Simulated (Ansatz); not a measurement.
The same hydrogenolysis along the group F, Cl, Br.

Isolated molecules relaxed with PBE0-D4/def2-TZVP in Ansatz; ΔE leaves out vibrations. CCSD(T)/CBS adds triple-zeta CCSD(T) − MP2 to the extrapolated MP2 energy (def2 sets, frozen cores). This one scheme is used for every species. def2 core potentials past Kr. For Br, In outer-core shells are correlated without core-valence functions, which leaves a few kJ/mol of doubt a bond. Scalar relativity is left out up to krypton. One conformer a species, not always the lowest.

```csv
reaction,CCSD(T)/CBS(def2) (kJ/mol)
`[OH][In]([F])[SH]` + H₂ → `[OH][InH][SH]` + H–F,?
`[OH][In]([SH])[Cl]` + H₂ → `[OH][InH][SH]` + HCl,94
`[OH][In]([SH])[Br]` + H₂ → `[OH][InH][SH]` + HBr,115
```

Q: Fill in the missing values. (Best estimate.)

A: The calculation gave: `[OH][In]([F])[SH]` + H₂ → `[OH][InH][SH]` + H–F: +33.3 kJ/mol.

Largest T1 diagnostic: 0.016, for `[OH][In]([F])[SH]`.
